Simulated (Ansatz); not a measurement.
Stepwise reaction of `[I][SnH2][I]` with hydrogen chloride, as a gas-phase model of exchange steps in deposition or etching. ΔE in kJ/mol; ΔG adds harmonic PBE0-D4 terms to CCSD(T)/CBS, at 1 bar.

Calculated with Ansatz (gas phase, PBE0-D4/def2-TZVP geometries, no zero-point term in ΔE). CBS: MP2 limit from def2 TZ/QZ plus the TZ coupled-cluster correction, frozen cores. This one scheme is used for every species. Functionals use def2-TZVPP. B3LYP here is the variant with VWN-RPA as its local correlation; programs differ in this. def2 core potentials past Kr. For I, Sn outer-core shells are correlated without core-valence functions, which leaves a few kJ/mol of doubt a bond.

| step | reaction | PBE-D4 | B3LYP-D4 | ωB97M-V | CCSD(T)/CBS | ΔG(400 K) |
| --- | --- | --- | --- | --- | --- | --- |
| 2 | `[Cl][SnH2][I]` + HCl → `[Cl][SnH2][Cl]` + HI | 21.1 | 19.3 | 17.9 | 25.5 | 24.8 |

Problem. Give the row of step 1, `[I][SnH2][I]` + HCl → `[Cl][SnH2][I]` + HI. (An estimate is asked.)

Solution. The calculation gave: 
```csv
step,reaction,PBE-D4,B3LYP-D4,ωB97M-V,CCSD(T)/CBS,ΔG(400 K)
1,`[I][SnH2][I]` + HCl → `[Cl][SnH2][I]` + HI,22.4,20.8,19.3,27.3,21.9
```

Problem. By hand: ΔE of the 2 steps together at CCSD(T)/CBS.

Solution. (27.3) + (25.5) = 52.8 kJ/mol, or 26.4 kJ/mol a step.

In ΔE the steps differ by no more than 1.8 kJ/mol. All are uphill at CCSD(T)/CBS. ΔG lies between 21.9 and 24.8 kJ/mol a step. PBE-D4 differs from CCSD(T)/CBS by -4.9 to -4.4 kJ/mol a step. Isolated molecules leave out the surface, adducts and barriers. Largest T1 diagnostic: 0.011.
